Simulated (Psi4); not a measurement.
AlCl, singlet, at a GFN2-xTB geometry (such geometries of metal compounds can be far from the true shape); MP2/cc-pVDZ (Psi4).

Here is a job for Psi4.
```
memory 2 GB

molecule {
0 1
Al   -0.00000000   -0.00000000   -1.15413952
Cl    0.00000000    0.00000000    0.88257728
}

set {
  basis cc-pvdz
}

energy('mp2')
print_variables()
```

The log (banner, timings and long lists left out):

```
    SCF Algorithm Type (re)set to DF.

   => Loading Basis Set <=

    Name: CC-PVDZ
    Role: ORBITAL
    Keyword: BASIS

         ---------------------------------------------------------
                                   SCF
               by Justin Turney, Rob Parrish, Andy Simmonett
                          and Daniel G. A. Smith
                              RHF Reference
         ---------------------------------------------------------

  ==> Geometry <==

    Molecular point group: c2v
    Full point group: C_inf_v

    Geometry (in Angstrom), charge = 0, multiplicity = 1:

       Center              X                  Y                   Z               Mass
    ------------   -----------------  -----------------  -----------------  -----------------
         AL           0.000000000000     0.000000000000    -1.149656173928    26.981538530000
         CL           0.000000000000     0.000000000000     0.887060626072    34.968852682000

  Running in c2v symmetry.

  Rotational constants: A = ************  B =      0.26683  C =      0.26683 [cm^-1]
  Rotational constants: A = ************  B =   7999.29784  C =   7999.29784 [MHz]
  Nuclear repulsion =   57.419943488495797

  Charge       = 0
  Multiplicity = 1
  Electrons    = 30
  Nalpha       = 15
  Nbeta        = 15

  ==> Algorithm <==

  SCF Algorithm Type is DF.
  DIIS enabled.
  MOM disabled.
  Fractional occupation disabled.
  Guess Type is SAD.
  Energy threshold   = 1.00e-08
  Density threshold  = 1.00e-08
  Integral threshold = 1.00e-12

  ==> Primary Basis <==

  Basis Set: CC-PVDZ
    Blend: CC-PVDZ
    Number of shells: 16
    Number of basis functions: 36
    Number of Cartesian functions: 38
    Spherical Harmonics?: true
    Max angular momentum: 2

   => Loading Basis Set <=

    Name: (CC-PVDZ AUX)
    Role: JKFIT
    Keyword: DF_BASIS_SCF

  ==> Integral Setup <==

  SCF_SUBTYPE=INCORE selected. In-core MEM_DF algorithm will be used.
  Using in-core AOs.

  ==> MemDFJK: Density-Fitted J/K Matrices <==

    J tasked:                   Yes
    K tasked:                   Yes
    wK tasked:                   No
    Algorithm:                 Core
    Schwarz Cutoff:           1E-12
    Mask sparsity (%):       0.0000
    Fitting Condition:        1E-10

   => Auxiliary Basis Set <=

  Basis Set: (CC-PVDZ AUX)
    Blend: CC-PVDZ-JKFIT
    Number of shells: 72
    Number of basis functions: 224
    Number of Cartesian functions: 260
    Spherical Harmonics?: true
[...]
  @DF-RHF Final Energy:  -701.47927789119990
    Total Energy =                       -701.4792778911998994
[...]

  //>>>>>>>>>>>>>>>>>>>>>>>>>>>>>>>>>>>//
  //               DFMP2               //
  //<<<<<<<<<<<<<<<<<<<<<<<<<<<<<<<<<<<//

   => Loading Basis Set <=

    Name: (CC-PVDZ AUX)
    Role: RIFIT
    Keyword: DF_BASIS_MP2

	 --------------------------------------------------------
	                          DF-MP2
	      2nd-Order Density-Fitted Moller-Plesset Theory

	        Rob Parrish, Justin Turney, Andy Simmonett,
	           Ed Hohenstein, and C. David Sherrill
	 --------------------------------------------------------

   => Auxiliary Basis Set <=

  Basis Set: (CC-PVDZ AUX)
    Blend: CC-PVDZ-RI
    Number of shells: 48
    Number of basis functions: 152
    Number of Cartesian functions: 180
    Spherical Harmonics?: true
    Max angular momentum: 3

	 --------------------------------------------------------
	                 NBF =    36, NAUX =   152
	 --------------------------------------------------------
	   CLASS    FOCC     OCC    AOCC    AVIR     VIR    FVIR
	   PAIRS       0      15      15      21      21       0
	 --------------------------------------------------------

	-----------------------------------------------------------
	 ==================> DF-MP2 Energies <====================
	-----------------------------------------------------------
	 Reference Energy          =    -701.4792778911998994 [Eh]
	 Singles Energy            =      -0.0000000000000000 [Eh]
	 Same-Spin Energy          =      -0.0477163421036137 [Eh]
	 Opposite-Spin Energy      =      -0.1421326033903582 [Eh]
	 Correlation Energy        =      -0.1898489454939719 [Eh]
	 Total Energy              =    -701.6691268366938630 [Eh]
	-----------------------------------------------------------
	 ================> DF-SCS-MP2 Energies <==================
	-----------------------------------------------------------
	 SCS Same-Spin Scale       =       0.3333333333333333 [-]
	 SCS Opposite-Spin Scale   =       1.2000000000000000 [-]
	 SCS Same-Spin Energy      =      -0.0159054473678712 [Eh]
	 SCS Opposite-Spin Energy  =      -0.1705591240684299 [Eh]
	 SCS Correlation Energy    =      -0.1864645714363011 [Eh]
	 SCS Total Energy          =    -701.6657424626362172 [Eh]
	-----------------------------------------------------------

  Variable Map:
  ----------------------------------------------------------------------------
[...]
  Array Variable Map:
  ----------------------------------------------------------------------------
[...]
[...]
```
